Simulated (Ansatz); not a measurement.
Ligand exchange: GeH2(GeH3)(OH) + C3H9AlO2 → GeH(GeH3)(OH)2 + C3H9AlO

Species: GeH2(GeH3)(OH), singlet; C3H9AlO2 `C[CH](C)[Al]([OH])[OH]`, singlet; GeH(GeH3)(OH)2, singlet; C3H9AlO `C[CH](C)[AlH][OH]`, singlet. The partners trade H for OH: Ge–H and Al–OH bonds give way to Ge–OH and Al–H.

Shapes, held fixed at every level: PBE0-D4/def2-TZVP. Flexible molecules stand in one conformer, not always the lowest. Programs: Ansatz 0.2.0. Electronic energies: no zero-point or thermal term.

```tsv
level	kind	ΔE (kJ/mol)	less CCSD(T)/def2-TZVPP
HF/def2-TZVPP	Hartree–Fock	+97.0	-2.3
PBE0-D4/def2-TZVPP	global hybrid	+99.4	+0.1
wB97M-V/def2-TZVPP	range-separated hybrid	+99.8	+0.5
wB97X-V/def2-TZVPP	range-separated hybrid	+96.5	-2.8
B2PLYP/def2-TZVPP	double hybrid	+101.4	+2.1
CCSD/def2-TZVPP	coupled cluster or CI	+100.2	+0.9
CCSD(T)/def2-TZVPP	coupled cluster or CI	+99.3	0.0
```

The highest level, CCSD(T)/def2-TZVPP, gives ΔE = +99.3 kJ/mol; the levels span +96.5 to +101.4. The column of differences is taken from that level and isn't an error. No measured value is set beside it here. Relativity is left out for Ge unless named. Correlated rows may include outer-core shells of Ge, which these sets cover unevenly.
